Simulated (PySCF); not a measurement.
Zn (SMILES [Zn]), singlet. Base run: SVWN5/6-31G** run with PySCF.

Geometry (Å):
```xyz
1

Zn     0.0000     0.0000     0.0000
```
Charge 0, spin multiplicity 1.
All else is at PySCF's defaults.
Base energy -1776.12653 Eh.

Each row names what was changed in the base input (with any setting that the change needs).

| change | ΔE vs base (mEh) | grid points | electrons on the grid | outcome |
|---|---|---|---|---|
| base | 0.000 | 20640 | 30.00000 | converged |
| grids.prune = dft.gen_grid.sg1_prune | - | - | - | input refused |
| grids.level = 2 | 0.000 | 13040 | 30.00000 | converged |
| grids.radi_method = gauss_chebyshev | 0.000 | 20064 | 30.00000 | converged |
| grids.radi_method = delley | 0.005 | 20040 | 30.00000 | converged |
| grids.atom_grid = (30, 110) | 13.684 | 2424 | 29.99978 | converged |
| grids.prune = off | 0.000 | 39064 | 30.00000 | converged |
| small_rho_cutoff = 0 | 0.000 | 20640 | 30.00000 | converged |
| grids.level = 0 | 13.684 | 2424 | 29.99978 | converged |
| grids.radi_method = mura_knowles | 0.000 | 18360 | 30.00000 | converged |
| grids.level = 5 | 0.000 | 44736 | 30.00000 | converged |

- grids.prune = dft.gen_grid.sg1_prune: ended with `IndexError: index 30 is out of bounds for axis 0 with size 19`
